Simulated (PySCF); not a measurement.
Working with the constants of SnC

ROHF-CCSD(T) constants of SnC, ³Π (triplet), unpaired electrons σ ↑, π ↑ (Sn def2-SVP with ECP28, C def2-SVP; scalar-relativistic core potentials (PySCF 2.14); masses 119.9022 and 12.0000 u):

| Property | Result |
| --- | --- |
| ωe | 653.1 cm⁻¹ |
| ωexe | 4.15 cm⁻¹ |
| Be | 0.3711 cm⁻¹ |
| αe | 0.00291 cm⁻¹ |
| D (centrifugal) | 4.79e-07 cm⁻¹ |
| De to Sn + C | 2.76 eV |

Question: Give the vibrational terms G(v) and spacings up to v = 6.

Answer: G(v) = ωe(v+½) − ωexe(v+½)².

| v | G(v) (cm⁻¹) | G(v) − G(v−1) | Bv (cm⁻¹) |
| --- | --- | --- | --- |
| 0 | 326 |  | 0.3696 |
| 1 | 970 | 645 | 0.3667 |
| 2 | 1607 | 636 | 0.3638 |
| 3 | 2235 | 628 | 0.3609 |
| 4 | 2855 | 620 | 0.3580 |
| 5 | 3467 | 612 | 0.3551 |
| 6 | 4070 | 603 | 0.3522 |

Question: How well does the Morse estimate ωe²/(4ωexe) reproduce De, and what is D0?

Answer: It gives 3.19 eV, 115 % of the computed De. D0 = De − G(0) = 2.76 − 0.04 = 2.72 eV.

Correlated steps freeze 5 core orbitals. Correlated levels converge slowly with the basis: in double zeta they bind strong bonds too weakly, by up to about 1 eV, and carry superposition errors of some tenths. These are scalar-relativistic numbers at best; spin–orbit coupling would shift them, the dissociation energy most. The CCSD T1 diagnostic is raised, a sign that a single reference may not be enough here. The state was picked by a PBE0 search and need not be the measured ground state.
